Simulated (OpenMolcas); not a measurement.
## Ti2+ in a ligand field

Ti2+ with 6 ligands (bromide) in octahedral coordination (Oh) at 2.96 Å. A charge of +0.667 e stands 2.8 Å behind each ligand. Ligand basis ANO-RCC-VDZP.
```
Ti    0.0000    0.0000    0.0000
Br    2.9600    0.0000    0.0000
Br    0.0000    2.9600    0.0000
Br   -2.9600    0.0000    0.0000
Br    0.0000   -2.9600    0.0000
Br    0.0000    0.0000    2.9600
Br    0.0000    0.0000   -2.9600
```

| Quantity | Value |
| --- | --- |
| Program | OpenMolcas |
| Method | SS-CASPT2, IPEA 0.25 Eh, imaginary shift 0.1 Eh (closed shells correlated: 3s 3p and the ligand valence shells) |
| Basis | ANO-RCC-VDZP [5s4p2d1f] |
| Scalar Hamiltonian | DKH2, point nucleus |
| Active space | 2 electrons in 5 orbitals (3d) |
| State averaging | 2S+1 = 3 even, 10 roots; 2S+1 = 1 even, 15 roots |
| Spin-orbit coupling | state interaction with AMFI integrals over the reference wave functions |

The lowest spin-free states (labels of O, the rotations of Oh), above the lowest:

```
State  Degeneracy  E (cm-1)  Free-ion L (%)
  3T1           3         0          F (99)
  3T2           3      2430         F (100)
  3A2           1      6970         F (100)
  1T2           3      7930          D (92)
   1E           2      9210          D (77)
  3T1           3     12220          P (99)
  1T2           3     14760          G (92)
  1A1           1     15930          G (98)
  1T1           3     17040         G (100)
   1E           2     18180          G (77)
  1A1           1     33050          S (98)
```

The lowest levels with spin-orbit coupling:

```json
{"E (cm-1)": "0", "Degeneracy": "2", "Label": "E", "2S+1": "3"}
{"E (cm-1)": "9", "Degeneracy": "3", "Label": "T2", "2S+1": "3"}
{"E (cm-1)": "180", "Degeneracy": "3", "Label": "T1", "2S+1": "3"}
{"E (cm-1)": "280", "Degeneracy": "1", "Label": "A1", "2S+1": "3"}
{"E (cm-1)": "2470", "Degeneracy": "1", "Label": "A2", "2S+1": "3"}
{"E (cm-1)": "2500", "Degeneracy": "3", "Label": "T2", "2S+1": "3"}
{"E (cm-1)": "2570", "Degeneracy": "3", "Label": "T1", "2S+1": "3"}
{"E (cm-1)": "2580", "Degeneracy": "2", "Label": "E", "2S+1": "3"}
{"E (cm-1)": "7080", "Degeneracy": "3", "Label": "T2", "2S+1": "3"}
{"E (cm-1)": "8030", "Degeneracy": "3", "Label": "T2", "2S+1": "1"}
{"E (cm-1)": "9310", "Degeneracy": "2", "Label": "E", "2S+1": "1"}
{"E (cm-1)": "12210", "Degeneracy": "1", "Label": "A1", "2S+1": "3"}
{"E (cm-1)": "12270", "Degeneracy": "3", "Label": "T1", "2S+1": "3"}
{"E (cm-1)": "12380", "Degeneracy": "3", "Label": "T2", "2S+1": "3"}
{"E (cm-1)": "12380", "Degeneracy": "2", "Label": "E", "2S+1": "3"}
{"E (cm-1)": "14860", "Degeneracy": "3", "Label": "T2", "2S+1": "1"}
{"E (cm-1)": "16040", "Degeneracy": "1", "Label": "A1", "2S+1": "1"}
{"E (cm-1)": "17140", "Degeneracy": "3", "Label": "T1", "2S+1": "1"}
{"E (cm-1)": "18280", "Degeneracy": "2", "Label": "E", "2S+1": "1"}
{"E (cm-1)": "33150", "Degeneracy": "1", "Label": "A1", "2S+1": "1"}
```

Powder χT (cm3 K/mol): 0.0203 at 2 K, 0.0896 at 10 K, 0.329 at 50 K, 0.6 at 100 K, 0.966 at 200 K, 1.17 at 300 K. The effective moment at 300 K is 2.828 √(χT) = 3.06 μB.

The lowest level has 2S+1 = 3, for which the spin-only value is χT = S(S+1) / 2 = 1.000 cm3 K/mol (g = 2). The computed 1.173 at 300 K differs by +0.173, through orbital momentum, spin-orbit coupling and any other state in reach. With a threefold ground state the orbital momentum is unquenched, so the spin-only value is not expected to hold.

Roots that are degenerate in the reference are averaged as groups; the widest CASPT2 spread within a group is 390 cm-1 (the 3-fold group of multiplicity 3 near 0 cm-1 above the lowest state of its run). Shifts and gaps below about the spread of the groups concerned are not significant. Over all roots computed the reference weight is 0.69 to 0.70; a low but even weight reflects the number of correlated electrons. An orbital triplet at a regular site is open to Jahn-Teller coupling, which can distort the site and quench the lowest spin-orbit gaps and is left out. Ligand-to-metal charge-transfer states are missing. These CASPT2 states fit no ligand-field parameters well, so their order and spin gaps are uncertain. With no ligand orbital active B as a rule stays too high, so bands that hang on it stand too high and its fall with covalency is understated. With one d shell and no ligand orbital active, 10Dq can be off by tens of per cent for divalent 3d ions, low with halides held by bare charges and at times high in hosts. Free-ion shares, where given, are those of the reference states; single-state CASPT2 does not remix them. The distance lies 7 % over the 2.77 Å that this model takes as the normal distance (a Shannon-type radius plus a fixed donor radius); by an R⁻⁵ law this alone changes a d-shell field by about -28 %. No measured value stands beside these numbers; the geometry was imposed, not optimised, and the real ion may take another.
